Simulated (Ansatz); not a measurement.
K₅H₅. Charge 0, multiplicity 3. Geometry PBE-D4/def2-SVP, that of the neutral singlet; atoms count from 1.

```xyz
10

K     1.172   -0.244    2.069
K     1.898    2.357   -0.536
K    -2.471   -2.582    0.553
K    -1.828    1.321   -0.498
K     1.432   -1.249   -1.469
H     0.009   -2.151    0.602
H     0.297    0.997   -2.101
H     2.956    0.096    0.181
H     0.065    1.969    1.290
H    -3.531   -0.514   -0.092
```

At PBE0-D4/def2-TZVP a singlet of charge 0 lies 3.23 eV below the triplet at the same geometry. The structure comes from a short search, and lower isomers may exist.

(1) Estimate the Mulliken populations from the PBE0/def2-TZVP orbitals of Ansatz.

(2) Where does the spin sit?

Answers

(1) 
```
atom  charge (e)  spin (α − β)
  K1        0.62          0.02
  K2        0.44         -0.01
  K3       -0.22          0.89
  K4        0.62         -0.03
  K5        0.62          0.01
  H6       -0.44          0.26
  H7       -0.49          0.03
  H8       -0.46          0.12
  H9       -0.49          0.03
 H10       -0.18          0.69
```
Mulliken values and Mayer orders depend strongly on the basis.

(2) Summed by element: K 0.88, H 1.12, of 2 unpaired in all. Largest on single atoms: K3 0.89, H10 0.69, H6 0.26.
